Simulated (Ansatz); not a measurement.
F₂Sr, SMILES [F][Sr][F] (connectivity only; charge and spin as stated), charge +1, multiplicity 2.

Coordinates come from a PBE0-D3(BJ)/def2-TZVP optimisation. The multiplicity is an assumed one; other spin states were not compared. The isomer is the one that the SMILES or the coordinates give; other isomers of the formula were not compared. The def2 effective core potentials stand for the cores of Sr; spin–orbit coupling is left out.

Two levels are set side by side: PBE/def2-TZVPD (Ansatz, a first-principles code) and PBE0/def2-TZVPD (Ansatz). Energy differences of separate SCF runs at the same geometry; the states with an electron removed or added have multiplicity 3 and 1. Differences are taken from unrounded values.

```csv
quantity,PBE0,PBE,PBE minus PBE0
vertical ionisation energy (eV),17.85,17.90,0.05
vertical electron affinity (eV),7.29,7.32,0.02
```

On these quantities the two levels nearly agree.
